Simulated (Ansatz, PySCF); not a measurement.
Noncovalent pair: SiH4 (SMILES [SiH4]) (first 5 atoms) with CH4S (SMILES CS); geometry from B3LYP-D3(BJ)/def2-TZVP.
(charge 0, multiplicity 1):
```xyz
11

Si    -0.2461     0.0469     0.4985
H      0.0436     0.1598    -0.9526
H      0.7071    -0.9181     1.0912
H     -1.6342    -0.4268     0.6763
H     -0.0651     1.3754     1.1230
C      1.0749     0.5318     4.1562
S     -0.6089    -0.1603     4.0929
H      1.6565     0.2286     3.2881
H      0.9577     1.6138     4.1397
H      1.5843     0.2458     5.0737
H     -0.2569    -1.4561     4.0970
```

Counterpoise-corrected where a basis set is named; no monomer relaxation.

Codes used: Ansatz (Gaussian basis) for Hartree–Fock, density functionals and correlated methods; PySCF for the dispersion terms. Values without a source in brackets are computed.

Question: One of these levels gives 15.2 meV for the interaction energy. Name it.
A. revPBE-D4/def2-TZVPPD
B. PBE0/def2-TZVPPD
C. B3LYP/def2-TZVPPD
D. SVWN5/def2-TZVPPD

Answer: C, B3LYP/def2-TZVPPD. The others give -161.4 (SVWN5/def2-TZVPPD), -96.4 (revPBE-D4/def2-TZVPPD), -37.3 (PBE0/def2-TZVPPD)

Ansatz is an electronic-structure program.
